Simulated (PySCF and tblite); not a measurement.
The numbers below are computed, except where a source is named.
Molecule: C3H7B, numbered as in [BH:1]1[CH2:2][CH2:3][CH2:4]1; H are named by their carrier, a and b as at the first point (Å):

```
B1       1.138    0.061   -0.138
C2       0.168   -1.148    0.007
C3      -0.753    0.061   -0.327
C4       0.097    1.026    0.539
H1       1.935    0.287   -0.958
H2a     -0.086   -1.521    0.993
H2b      0.175   -1.978   -0.697
H3a     -0.754    0.320   -1.385
H3b     -1.786   -0.055    0.002
H4a      0.055    2.085    0.295
H4b     -0.159    0.888    1.583
```

The ring torsion 1–2–3–4 is restrained (values as reached) and the rest relaxed at GFN2-xTB. Energies: PBE0/pcSseg-2 + D3(BJ). Couplings: B3LYP/6-31G* with H pcJ-1, gas phase, for ¹H. Programs: tblite and PySCF.

GFN2-xTB flattens four-membered rings, so the relaxed shapes are rough.

Q: How do the most sensitive couplings change along the ring torsion?

A: 
| ring torsion ° | ³J(H2b,H3a) | ³J(H2a,H3b) | ³J(H3b,H4a) | ³J(H3a,H4b) | ³J(H3a,H4a) |
| --- | --- | --- | --- | --- | --- |
| -38 | 6.3 | 19.2 | 1.1 | 15.0 | 6.5 |
| -31 | 7.6 | 20.4 | 1.9 | 13.0 | 7.6 |
| -23 | 8.4 | 18.6 | 2.4 | 10.5 | 8.4 |
| -16 | 9.0 | 15.4 | 2.6 | 8.3 | 9.0 |
| -8 | 10.1 | 13.4 | 3.5 | 6.2 | 10.1 |
| 0 | 11.5 | 11.5 | 4.7 | 4.7 | 11.5 |
| 8 | 13.4 | 10.1 | 6.2 | 3.6 | 13.4 |
| 16 | 15.4 | 9.0 | 8.3 | 2.6 | 15.4 |
| 23 | 18.6 | 8.4 | 10.5 | 2.4 | 18.6 |
| 31 | 20.4 | 7.6 | 13.0 | 1.9 | 20.3 |
| 38 | 19.1 | 6.3 | 15.1 | 1.1 | 18.9 |
Values in Hz.

Q: Set ³J(H2b,H3a) against its H–C–C–H torsion.

A: -40°: 6.3 Hz, -36°: 7.6 Hz, -31°: 8.4 Hz, -24°: 9.0 Hz, -14°: 10.1 Hz, -2°: 11.5 Hz, 10°: 13.4 Hz, 21°: 15.4 Hz, 28°: 18.6 Hz, 34°: 20.4 Hz, 39°: 19.1 Hz.
